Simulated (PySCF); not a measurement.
# $^{19}$F chemical shifts

Non-relativistic Hamiltonian, single conformer, averaged over atoms made equivalent by symmetry, fast rotation or ring inversion, no solvent model. PBE0/pcSseg-1 with gauge-including orbitals; coordinates at the GFN2-xTB level; PySCF 2.14.

Shieldings were converted by a linear fit to measured shifts: $^{19}$F (scatter 6.0 ppm rms, 7.0 ppm with the 5 outliers that the fit left out vs CFCl3, solution or neat liquid, with a term for F on sp3 carbon). A few per cent of atoms miss by over 2 rms, more outside the fitted compound classes.

**Question.** Give the $^{19}$F shifts of `CC[Si@@H](CF)[SiH2][SiH3]`, `O[SiH2]/C(=C\F)CCF`.

**Answer.** 
| compound | environment | δ (ppm) |
| --- | --- | --- |
| CC[Si@@H](CF)[SiH2][SiH3] | fluorine on an sp3 carbon | -263.8 |
| [OH:1][SiH2:2]/[C:3](=[CH:4]\[F:5])[CH2:6][CH2:7][F:8] | F5: vinylic fluorine | -94.7 |
| [OH:1][SiH2:2]/[C:3](=[CH:4]\[F:5])[CH2:6][CH2:7][F:8] | F8: fluorine on an sp3 carbon | -214.1 |

**Question.** Order these by $^{19}$F shift, lowest first.
A. COC(=O)c1cccc(F)p1
B. COC[Si]([SiH3])([SiH3])CF
C. C[C@H](F)[SiH2]N
D. N[SiH2]CCF

**Answer.** B (-257.7 ppm, fluorine on an sp3 carbon), C (-222.0 ppm, fluorine on an sp3 carbon), D (-205.6 ppm, fluorine on an sp3 carbon), A (-78.5 ppm, aryl fluorine).
